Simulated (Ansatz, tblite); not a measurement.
Forces on the cluster Tl₃Cl₃⁺ at its PBE-D4/def2-SVP geometry. Charge 1, multiplicity 2.

In the def2 sets Tl takes a core potential; there is no spin–orbit coupling. The xTB rows come from tblite. In the doublet, Cl4 and Cl6 lie 2.69 Å apart (atoms count from 1), so these atoms are partly bonded to each other. Another isomer (doublet) lies 0.15 eV lower at PBE0-D4/def2-TZVP; other spin states weren't run for this one.

GFN1-xTB (tblite), largest force 0.55 eV/Å:

```xyz
6
positions Å, forces eV/Å
Tl    1.427   -0.664    1.815   -0.141   -0.041   -0.118
Tl   -2.461    0.962    0.985   -0.073   -0.199   -0.058
Tl    0.422    0.872   -2.198   -0.084   -0.130    0.112
Cl    1.477   -1.616   -0.988   -0.334    0.105    0.122
Cl    0.233    1.814    0.638    0.176   -0.039   -0.060
Cl   -1.097   -1.368   -0.253    0.455    0.304    0.003
```

GFN2-xTB (tblite), largest force 0.50 eV/Å:

```
Tl -0.251 0.115 -0.242
Tl -0.012 0.014 0.009
Tl -0.106 -0.107 0.337
Cl -0.143 0.094 0.070
Cl 0.081 -0.374 -0.165
Cl 0.432 0.258 -0.008
```

PBE-D4/def2-TZVP (Ansatz), largest force 0.10 eV/Å:

```
Tl 0.018 0.005 0.012
Tl 0.025 -0.003 -0.008
Tl 0.012 0.014 -0.012
Cl -0.093 0.007 0.025
Cl -0.016 0.009 0.008
Cl 0.054 -0.032 -0.025
```
